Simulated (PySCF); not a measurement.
# Bond curve of GdO

Set-up: PySCF, spin-free X2C with a Gaussian nucleus, basis sets Gd x2c-TZVPall, O x2c-TZVPall. Energies in eV from Gd (4f7 5d1 6s2) + O in their ground configurations at the same level. State: nonet, about 7.2 electrons in the 4f shell (Mulliken).

```tsv
R (Å)	LDA	r²SCAN0
1.544	-7.831	-5.264
1.615	-8.738	-6.236
1.687	-9.243	-6.790
1.741	-9.418	-6.992
1.795	-9.455	-7.048
1.849	-9.383	-6.988
1.921	-9.159	-6.768
2.010	-8.734	-6.333
2.118	-8.103	-5.672
2.262	-7.186	-4.702
```

Question: Put a parabola through the three lowest points of the LDA curve and estimate Re, k and ωe (reduced mass 14.52 u; 1 eV/Å² = 0.16022 mdyn/Å; ωe = 1302.8·√(k/μ) cm⁻¹).

Answer: Through R = 1.741, 1.795, 1.849 Å the second-order coefficient is 18.7 eV/Å², so Re ≈ 1.786 Å, k ≈ 5.99 mdyn/Å and ωe ≈ 837 cm⁻¹. A polynomial fit of higher order to the unrounded LDA energies gives Re = 1.785 Å, k = 6.29 mdyn/Å, ωe = 858 cm⁻¹; anharmonicity and rounding make the difference.

The higher-order fit for each curve: LDA: Re = 1.785 Å, ωe = 858 cm⁻¹, De = 9.46 eV; r²SCAN0: Re = 1.792 Å, ωe = 872 cm⁻¹, De = 7.05 eV.

⟨S²⟩ of the unrestricted solution departs from its pure value on part of the curve, where spin states mix. Spin–orbit coupling is left out, which matters for elements this heavy, above all for dissociation energies. With d or f electrons several states lie close, and the lowest PBE0 determinant need not be the measured ground state.
